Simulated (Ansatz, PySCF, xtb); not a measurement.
Gas-phase reaction in SMILES: C1CN1 + 3 [H][H] (H2) → 2 C (CH4) + N (NH3)
Geometries: B3LYP-D3(BJ)/def2-TZVP minima from Ansatz (an electronic-structure program).

Quantity: energy of full hydrogenation (0 K, with B3LYP-D3(BJ) harmonic zero-point energies from PySCF), in kJ/mol. Valence correlation only, unless marked. Spin-orbit coupling is left out. No relativistic terms. CBS marks a two-point X^-3 extrapolation of the correlation energy; Hartree-Fock from the larger set. The bracket is a focal-point correction in the basis named.

```json
[
 {"level": "GFN1-xTB", "program": "xtb", "energy of full hydrogenation (kJ/mol)": "-426.6"}
]
```

What does RI-MP2/CBS(cc-pVTZ,cc-pVQZ)+[CCSD(T)-MP2]/cc-pVTZ (Ansatz) give?

-315.7 kJ/mol, so GFN1-xTB differs from it by -110.9 kJ/mol.
